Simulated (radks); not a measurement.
Task: The mean radii <r> (bohr) of the occupied orbitals of an atom or ion are listed with their occupations. All-electron calculation, Dirac Kohn-Sham, PBE, spin-unpolarised, spherical densities, finite nucleus; Fermi nuclear charge, rms radius of each element as measured or else 0.836 A^(1/3) + 0.57 fm. Program: a radial shooting solver on a logarithmic mesh with Libxc functionals.

| orbital | occ. | <r> |
|---|---|---|
| 1s1/2 | 2 | 0.03185 |
| 2s1/2 | 2 | 0.1380 |
| 2p1/2 | 2 | 0.1171 |
| 2p3/2 | 4 | 0.1221 |
| 3s1/2 | 2 | 0.3790 |
| 3p1/2 | 2 | 0.3712 |
| 3p3/2 | 4 | 0.3820 |
| 3d3/2 | 4 | 0.3556 |
| 3d5/2 | 6 | 0.3591 |
| 4s1/2 | 2 | 0.9426 |
| 4p1/2 | 2 | 1.013 |
| 4p3/2 | 4 | 1.043 |
| 4d3/2 | 4 | 1.366 |
| 4d5/2 | 4 | 1.382 |
| 7p1/2 | 1 | 12.94 |

Name the element and its charge. Open shells, if any, fill j = l - 1/2 first.

Result: Z = 46, palladium, charge +1: Pd+ in [Kr] 4d8 7p1. The 1s radius gives Z: for a bare nucleus <r> = (2 gamma + 1)/(2Z) with gamma = sqrt(1 - (Z/c)^2), 0.03135 bohr for Z = 46, and screening makes it slightly larger (0.03185 here). The occupations add up to 45, and the charge is Z minus that.
